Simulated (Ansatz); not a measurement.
Two isomers of CH3AlFNS: A = `N=[CH][Al]([F])[SH]`, B = `N[C]1(F)[AlH][S]1`.

Isolated molecules relaxed with PBE0-D4/def2-TZVP in Ansatz; ΔE leaves out vibrations. CCSD(T)/CBS is the MP2 limit (def2-TZVPP, def2-QZVPP) plus CCSD(T) − MP2 in def2-TZVPP, frozen cores. Functionals use def2-TZVPP. B3LYP here is the variant with VWN-RPA as its local correlation; programs differ in this. One conformer a species, not always the lowest.

Q: Which is lower in electronic energy at CCSD(T)/CBS, and by how much? (Estimate.)

A: Ansatz gave: A, by 327.0 kJ/mol.

Q: Give E(B) − E(A) in kJ/mol with CCSD(T)/def2-TZVPP, B3LYP, B3LYP-D4, CCSD(T)/def2-SVP, MP2/def2-TZVPP, PBE-D4, HF/def2-TZVPP. (Estimate.)

A: The calculation gave: CCSD(T)/def2-TZVPP 332.7, B3LYP 323.9, B3LYP-D4 321.2, CCSD(T)/def2-SVP 333.7, MP2/def2-TZVPP 330.2, PBE-D4 284.0, HF/def2-TZVPP 364.0. None reverses the order clearly.

Q: Does the order hold for the free energy at 298.15 K (harmonic terms from PBE0-D4)? (Estimate.)

A: Computed: Yes: G(B) − G(A) = +331.3 kJ/mol, for one conformer each.

Largest T1 diagnostic: 0.015.

Leaving LDA and LC-ωPBE aside and taking each functional with its dispersion term where it has one, the values, not all of them listed here, spread over 49.3 kJ/mol, from PBE-D4 to BHLYP-D4. LDA lies −34.8 kJ/mol from PBE without D4. From PBE to PBE0 (25 % exact exchange), in def2-TZVPP and without D4, E(B) − E(A) moves by +10.0 kJ/mol.
